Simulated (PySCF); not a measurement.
In(H)2(OH) (H₃InO), SMILES [OH][InH2]. Geometry optimised at PBE-D3(BJ)/def2-TZVP. The def2 effective core potentials stand for the cores of In; spin–orbit coupling is left out.

### Question
Give the equilibrium geometry at PBE-D3(BJ)/def2-TZVP (PySCF confirms it by a frequency run) as Cartesian coordinates in Å, and its point group. (Estimate from the structure and the level; the computed values follow.)

### Answer
point group Cs.
```xyz
5

In     0.0030     0.2872     0.0000
H     -1.5652     0.9824     0.0000
H      1.6151     0.9043     0.0000
O     -0.1203    -1.7283     0.0000
H      0.7637    -2.1326     0.0000
```
Charge 0, spin multiplicity 1.
